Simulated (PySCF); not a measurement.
From one molecule to another.

First species: C₈H₁₂N₂.
InChI=1S/C8H12N2/c1-6-2-3-7(4-9)8(6)5-10/h2-3H,1,4-5,9-10H2

Second species: C₆H₉NO₂.
SMILES: `CC(=O)[C@@H]1C[C@H]1NC=O`

Levels: PBE0/pcSseg-1 for dipole moment, HOMO energy, LUMO energy and HOMO–LUMO gap; GFN2-xTB for rotational constant A and rotational constant C. Geometries: GFN2-xTB. All species are isolated and taken at one optimised geometry, non-relativistic unless stated; the electronic structure was computed with PySCF and density fitting.

Dipoles, sizes and rotational constants follow the conformer. The torsions of the flexible species, by atom-mapped SMILES:
- `[CH2:1]=[C:2]1[CH:3]=[CH:4][C:5]([CH2:6][NH2:7])=[C:8]1[CH2:9][NH2:10]`: C4–C5–C6–N7 106°, C5–C8–C9–N10 70°, H–N7–C6–C5 -61°, H–N7–C6–C5 180°, H–N10–C9–C8 -57°, H–N10–C9–C8 59°
- `[CH3:1][C:2](=[O:3])[C@@H:4]1[CH2:5][C@H:6]1[NH:7][CH:8]=[O:9]`: C1–C2–C4–C5 -156°, C5–C6–N7–C8 -161°, C6–N7–C8–O9 0°

Values for the first species:

* Dipole moment: 2.28 D
* HOMO energy: -5.78 eV
* LUMO energy: -1.91 eV
* HOMO–LUMO gap: 3.87 eV
* Rotational constant A: 1.853 GHz
* Rotational constant C: 0.810 GHz

Problem. Estimate the same properties for the second species, and the change in each.

Solution. 
```csv
property,first,second,second less first
dipole moment,2.28 D,5.76 D,+3.48 D
HOMO energy,-5.78 eV,-7.14 eV,-1.36 eV
LUMO energy,-1.91 eV,-0.56 eV,+1.35 eV
HOMO–LUMO gap,3.87 eV,6.58 eV,+2.71 eV
rotational constant A,1.853 GHz,2.955 GHz,+1.102 GHz
rotational constant C,0.810 GHz,0.820 GHz,+0.010 GHz
```

On the first: A dipole of 2.28 D is allowed in C1, and pure rotational transitions are dipole-allowed. The dipole equals about 7.6 × 10⁻³⁰ C·m (1 D = 3.33564 × 10⁻³⁰ C·m).

On the second: The dipole matches unit charges of opposite sign 1.20 Å apart (1 e·Å = 4.8032 D).
